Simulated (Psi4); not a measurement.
Psi4 input (wB97X-D/6-31G*):

```
memory 1500 MB

molecule {
0 1
C    -2.12111200    0.92514100    0.33471800
C    -1.12963800    0.04767200    0.18144600
C    -1.32143000   -1.44048300    0.24247100
C     0.25930500    0.57114000   -0.06349200
O     0.49286900    1.76252800   -0.14504200
Si    1.76241900   -0.64138500   -0.26065100
H    -1.92054400    1.98710500    0.28061200
H    -3.14003800    0.60670200    0.51526600
H    -0.72145700   -1.88791200    1.03929000
H    -2.36477100   -1.69234300    0.42722900
H    -1.01995500   -1.92003800   -0.69246500
H     1.92018800   -1.46917800    0.95974200
H     1.54339200   -1.55189900   -1.41057600
H     2.96361900    0.18590500   -0.48049900
symmetry c1
no_reorient
no_com
}

set {
  basis 6-31G*
  reference rks
  scf_type pk
  dft_radial_points 99
  dft_spherical_points 590
  e_convergence 1e-8
  d_convergence 1e-7
  maxiter 150
}

e = energy('wb97x-d')
print_out(f'\nFINAL {e:.10f} DIPOLE {variable("CURRENT DIPOLE")[0]:.6f} {variable("CURRENT DIPOLE")[1]:.6f} {variable("CURRENT DIPOLE")[2]:.6f}\n')
```

Output:

```
   => Loading Basis Set <=

    Name: 6-31G*
    Role: ORBITAL
    Keyword: BASIS
    atoms 1-4  entry C          line   111 file 6-31gs.gbs
    atoms 5    entry O          line   145 file 6-31gs.gbs
    atoms 6    entry SI         line   268 file 6-31gs.gbs
    atoms 7-14 entry H          line    44 file 6-31gs.gbs

   => WB97X-D: Empirical Dispersion <=

    Chai and Head-Gordon Dispersion Correction
    Chai, J.-D.; Head-Gordon, M. (2010), J. Chem. Phys., 132: 6615-6620

        s6 =       1.000000

         ---------------------------------------------------------
                                   SCF
               by Justin Turney, Rob Parrish, Andy Simmonett
                          and Daniel G. A. Smith
                              RKS Reference
         ---------------------------------------------------------

  ==> Geometry <==

    Molecular point group: c1
    Full point group: C1

    Geometry (in Angstrom), charge = 0, multiplicity = 1:

       Center              X                  Y                   Z               Mass
    ------------   -----------------  -----------------  -----------------  -----------------
         C           -2.121112000000     0.925141000000     0.334718000000    12.000000000000
         C           -1.129638000000     0.047672000000     0.181446000000    12.000000000000
         C           -1.321430000000    -1.440483000000     0.242471000000    12.000000000000
         C            0.259305000000     0.571140000000    -0.063492000000    12.000000000000
         O            0.492869000000     1.762528000000    -0.145042000000    15.994914619570
         SI           1.762419000000    -0.641385000000    -0.260651000000    27.976926534650
         H           -1.920544000000     1.987105000000     0.280612000000     1.007825032230
         H           -3.140038000000     0.606702000000     0.515266000000     1.007825032230
         H           -0.721457000000    -1.887912000000     1.039290000000     1.007825032230
         H           -2.364771000000    -1.692343000000     0.427229000000     1.007825032230
         H           -1.019955000000    -1.920038000000    -0.692465000000     1.007825032230
         H            1.920188000000    -1.469178000000     0.959742000000     1.007825032230
         H            1.543392000000    -1.551899000000    -1.410576000000     1.007825032230
         H            2.963619000000     0.185905000000    -0.480499000000     1.007825032230

  Running in c1 symmetry.

  Rotational constants: A =      0.14015  B =      0.07286  C =      0.04919 [cm^-1]
  Rotational constants: A =   4201.63342  B =   2184.33754  C =   1474.71542 [MHz]
  Nuclear repulsion =  275.612395047473399

  Charge       = 0
  Multiplicity = 1
  Electrons    = 54
  Nalpha       = 27
  Nbeta        = 27

  ==> Algorithm <==

  SCF Algorithm Type is PK.
  DIIS enabled.
  MOM disabled.
  Fractional occupation disabled.
  Guess Type is SAD.
  Energy threshold   = 1.00e-08
  Density threshold  = 1.00e-07
  Integral threshold = 1.00e-12

  ==> Primary Basis <==

  Basis Set: 6-31G*
    Blend: 6-31G*
    Number of shells: 54
    Number of basis functions: 110
    Number of Cartesian functions: 110
    Spherical Harmonics?: false
    Max angular momentum: 2

  ==> DFT Potential <==

   => LibXC <=

    Version 7.1.2
    S. Lehtola, C. Steigemann, M. J. T. Oliveira, and M. A. L. Marques,  SoftwareX 7, 1–5 (2018) (10.1016/j.softx.2017.11.002)

   => Composite Functional: WB97X-D <=

    wB97X-D Hyb-GGA Exchange-Correlation Functional

    J.-D. Chai and M. Head-Gordon,  Phys. Chem. Chem. Phys. 10, 6615–6620 (2008) (10.1039/B810189B)

    Deriv               =              1
    GGA                 =           TRUE
    Meta                =          FALSE

    Exchange Hybrid     =           TRUE
    MP2 Hybrid          =          FALSE

   => Exchange-Correlation Functionals <=

    1.0000   wB97X-D range-separated functional

   => Exact (HF) Exchange <=

    0.7780            HF,LR [omega = 0.2000]
    0.2220               HF

   => LibXC Density Thresholds  <==

    XC_HYB_GGA_XC_WB97X_D:  1.00E-14

   => Molecular Quadrature <=

    Radial Scheme          =       TREUTLER
    Pruning Scheme         =           NONE
    Nuclear Scheme         =       TREUTLER

    Blocking Scheme        =         OCTREE
    BS radius alpha        =              1
    Pruning alpha          =              1
    Radial Points          =             99
    Spherical Points       =            590
    Total Points           =         765692
    Total Blocks           =           5350
    Max Points             =            256
    Max Functions          =            108
    Weights Tolerance      =       1.00E-15

  ==> Integral Setup <==

  Using in-core PK algorithm.
   Calculation information:
      Number of atoms:                  14
      Number of AO shells:              54
      Number of primitives:            134
      Number of atomic orbitals:       110
      Number of basis functions:       110

      Integral cutoff                 1.00e-12
      Number of threads:                 4

  Performing in-core PK
  Using 55915695 doubles for integral storage.
  We computed 1033046 shell quartets total.
  Whereas there are 1103355 unique shell quartets.

  Computing range-separated integrals for PK
  We computed 1033046 wK shell quartets total.
  Whereas there are 1103355 wK unique shell quartets.

  ==> DiskJK: Disk-Based J/K Matrices <==

    J tasked:                  Yes
    K tasked:                  Yes
    wK tasked:                 Yes
    Omega:               2.000E-01
    Schwarz Cutoff:          1E-12


  Cached 5.6% of DFT collocation blocks in 0.104 [GiB].

  Minimum eigenvalue in the overlap matrix is 2.5429614664E-03.
  Reciprocal condition number of the overlap matrix is 3.5543656533E-04.
    Using symmetric orthogonalization.

  ==> Pre-Iterations <==

  SCF Guess: Superposition of Atomic Densities via on-the-fly atomic UHF (no occupation information).

   -------------------------
    Irrep   Nso     Nmo
   -------------------------
     A        110     110
   -------------------------
    Total     110     110
   -------------------------

  ==> Iterations <==

                        Total Energy        Delta E     RMS |[F,P]|

   @RKS iter SAD:  -520.73252730559170   -5.20733e+02   0.00000e+00
   @RKS iter   1:  -521.63513659973296   -9.02609e-01   5.55841e-03 DIIS/ADIIS
   @RKS iter   2:  -521.65338679120271   -1.82502e-02   5.91443e-03 DIIS/ADIIS
   @RKS iter   3:  -521.80519476416259   -1.51808e-01   1.36916e-03 DIIS/ADIIS
   @RKS iter   4:  -521.81449878231410   -9.30402e-03   2.54852e-04 DIIS/ADIIS
   @RKS iter   5:  -521.81490547987244   -4.06698e-04   7.42407e-05 DIIS
   @RKS iter   6:  -521.81494424362836   -3.87638e-05   2.76858e-05 DIIS
   @RKS iter   7:  -521.81495020870977   -5.96508e-06   7.71346e-06 DIIS
   @RKS iter   8:  -521.81495086416191   -6.55452e-07   2.68863e-06 DIIS
   @RKS iter   9:  -521.81495094703700   -8.28751e-08   7.29890e-07 DIIS
   @RKS iter  10:  -521.81495095422770   -7.19069e-09   1.77344e-07 DIIS
   @RKS iter  11:  -521.81495095473520   -5.07498e-10   4.71848e-08 DIIS
  Energy and wave function converged.

  ==> Post-Iterations <==

   Electrons on quadrature grid:
      Ntotal   =   53.9999931956 ; deviation = -6.804e-06

    Orbital Energies [Eh]
    ---------------------

    Doubly Occupied:

       1A    -66.278490     2A    -19.272530     3A    -10.384145
       4A    -10.318409     5A    -10.308842     6A    -10.305508
       7A     -5.398286     8A     -3.742362     9A     -3.742307
      10A     -3.742105    11A     -1.145751    12A     -0.913604
      13A     -0.800927    14A     -0.733201    15A     -0.653656
      16A     -0.587771    17A     -0.560530    18A     -0.537961
      19A     -0.524784    20A     -0.480004    21A     -0.479408
      22A     -0.478573    23A     -0.453073    24A     -0.433509
      25A     -0.432189    26A     -0.348015    27A     -0.315812

    Virtual:

      28A      0.006176    29A      0.104650    30A      0.115440
      31A      0.136799    32A      0.168383    33A      0.182708
      34A      0.203991    35A      0.231995    36A      0.249055
      37A      0.252950    38A      0.260421    39A      0.283216
      40A      0.317644    41A      0.329103    42A      0.335480
      43A      0.369188    44A      0.408925    45A      0.430449
      46A      0.457832    47A      0.584493    48A      0.605920
      49A      0.629950    50A      0.638849    51A      0.694796
      52A      0.728920    53A      0.743063    54A      0.753685
      55A      0.771520    56A      0.776350    57A      0.792183
      58A      0.809271    59A      0.839344    60A      0.862835
      61A      0.875071    62A      0.934574    63A      0.937281
      64A      0.975604    65A      0.995047    66A      1.003411
      67A      1.045654    68A      1.072854    69A      1.108184
      70A      1.111996    71A      1.159287    72A      1.209476
      73A      1.251562    74A      1.255539    75A      1.283896
      76A      1.323777    77A      1.367317    78A      1.442700
      79A      1.463869    80A      1.507655    81A      1.647014
      82A      1.737537    83A      1.760718    84A      1.819581
      85A      1.872580    86A      1.935723    87A      1.951004
      88A      2.028320    89A      2.032611    90A      2.115339
      91A      2.138620    92A      2.230574    93A      2.268799
      94A      2.368761    95A      2.428465    96A      2.446813
      97A      2.480826    98A      2.508104    99A      2.634676
     100A      2.701291   101A      2.722202   102A      2.937753
     103A      3.021139   104A      3.074358   105A      3.163943
     106A      4.056173   107A      4.186526   108A      4.259400
     109A      4.415185   110A      4.589622

    Final Occupation by Irrep:
              A
    DOCC [    27 ]
    NA   [    27 ]
    NB   [    27 ]

  @RKS Final Energy:  -521.81495095473520

   => Energetics <=

    Nuclear Repulsion Energy =            275.6123950474733988
    One-Electron Energy =               -1262.2567966010074088
    Two-Electron Energy =                 502.7635694749822619
    DFT Exchange-Correlation Energy =     -37.9276386826639893
    Empirical Dispersion Energy =          -0.0064801935195296
    VV10 Nonlocal Energy =                  0.0000000000000000
    Total Energy =                       -521.8149509547351954

Computation Completed

Properties will be evaluated at   0.000000,   0.000000,   0.000000 [a0]

Properties computed using the SCF density matrix

 Multipole Moments:

 ------------------------------------------------------------------------------------
     Multipole            Electronic (a.u.)      Nuclear  (a.u.)        Total (a.u.)
 ------------------------------------------------------------------------------------

 L = 1.  Multiply by 2.5417464519 to convert [e a0] to [Debye]
 Dipole X            :         -0.5359061            0.0000038           -0.5359023
 Dipole Y            :         -0.8637103           -0.0000076           -0.8637179
 Dipole Z            :          0.1198664            0.0000132            0.1198796
 Magnitude           :                                                    1.0235092

 ------------------------------------------------------------------------------------

FINAL -521.8149509547 DIPOLE -0.535902 -0.863718 0.119880

*** Psi4 exiting successfully. Buy a developer a beer!
```

The geometry given is a B3LYP-D3(BJ)/def2-TZVP minimum.
